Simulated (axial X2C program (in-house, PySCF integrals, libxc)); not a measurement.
Ω levels of TmSH from open-shell CI on f13 s1

Computed with an axial X2C code built on PySCF integrals: two-component X2C with atomic mean-field Coulomb and Gaunt terms, basis Tm dyall-v3z, S dyall-av3z, H dyall-v3z (cores contracted in-house). Orbitals come from Hartree–Fock averaged over the configuration Tm f13 s1; CI then distributes these electrons over the f, s shells of Tm.

Tm–S–H held linear, bonds 2.601 and 1.340 Å (the second held) (near the minimum of the configuration average).

Active spinors (ω > 0):

| shell | ω | ε (eV) | character |
| --- | --- | --- | --- |
| f | 5/2 | -12.79 | 100% Tm f |
| f | 3/2 | -12.75 | 100% Tm f |
| f | 1/2 | -12.72 | 100% Tm f |
| f | 7/2 | -11.47 | 100% Tm f |
| f | 5/2 | -11.43 | 100% Tm f |
| f | 3/2 | -11.40 | 100% Tm f |
| f | 1/2 | -11.39 | 100% Tm f |
| s | 1/2 | -2.79 | 66% Tm s, 22% Tm p, 6% S p |

Lowest levels of this model:

```json
{"Ω": "0", "energy (cm⁻¹)": "0", "g∥": "0.00", "μ (D)": "-3.43", "configuration": "100% f13 s1"}
{"Ω": "1", "energy (cm⁻¹)": "29", "g∥": "2.77", "μ (D)": "-3.43", "configuration": "100% f13 s1"}
{"Ω": "2", "energy (cm⁻¹)": "131", "g∥": "5.36", "μ (D)": "-3.43", "configuration": "100% f13 s1"}
{"Ω": "0", "energy (cm⁻¹)": "283", "g∥": "0.00", "μ (D)": "-3.44", "configuration": "100% f13 s1"}
{"Ω": "1", "energy (cm⁻¹)": "342", "g∥": "1.84", "μ (D)": "-3.43", "configuration": "100% f13 s1"}
{"Ω": "3", "energy (cm⁻¹)": "365", "g∥": "7.72", "μ (D)": "-3.43", "configuration": "100% f13 s1"}
{"Ω": "2", "energy (cm⁻¹)": "547", "g∥": "3.84", "μ (D)": "-3.43", "configuration": "100% f13 s1"}
{"Ω": "4", "energy (cm⁻¹)": "721", "g∥": "10.00", "μ (D)": "-3.42", "configuration": "100% f13 s1"}
{"Ω": "3", "energy (cm⁻¹)": "894", "g∥": "6.03", "μ (D)": "-3.42", "configuration": "100% f13 s1"}
{"Ω": "0", "energy (cm⁻¹)": "8610", "g∥": "0.00", "μ (D)": "-3.43", "configuration": "100% f13 s1"}
{"Ω": "1", "energy (cm⁻¹)": "8699", "g∥": "2.35", "μ (D)": "-3.43", "configuration": "100% f13 s1"}
{"Ω": "0", "energy (cm⁻¹)": "8825", "g∥": "0.00", "μ (D)": "-3.43", "configuration": "100% f13 s1"}
{"Ω": "1", "energy (cm⁻¹)": "8933", "g∥": "1.04", "μ (D)": "-3.43", "configuration": "100% f13 s1"}
{"Ω": "2", "energy (cm⁻¹)": "8953", "g∥": "4.44", "μ (D)": "-3.43", "configuration": "100% f13 s1"}
{"Ω": "2", "energy (cm⁻¹)": "9290", "g∥": "2.36", "μ (D)": "-3.42", "configuration": "100% f13 s1"}
{"Ω": "3", "energy (cm⁻¹)": "9393", "g∥": "6.25", "μ (D)": "-3.42", "configuration": "100% f13 s1"}
```

g∥ is the magnitude of 2⟨Lz + ge Sz⟩ for the +Ω component. μ is positive if the H end is positive.

This point took 3.7 s on 1 thread of Arm Neoverse V1, with other jobs on the host.

There is no dynamic correlation: spin–orbit spacings and, for f shells, spacings inside one term are the most reliable numbers, splittings between terms come out too wide, and energies between configurations are not reliable, so the lowest level need not be the ground state of the molecule. At most 4 roots were kept for each Ω > 0 (twice that for Ω = 0) within 2.2 eV of the lowest, so higher up levels can be missing between those listed; levels with Ω > 0 are doubly degenerate and listed once, Ω = 0 levels singly. The molecule was held linear; bending was not examined. Hydrosulfides and their kin are strongly bent in nature, so this linear model does not describe the real molecule.
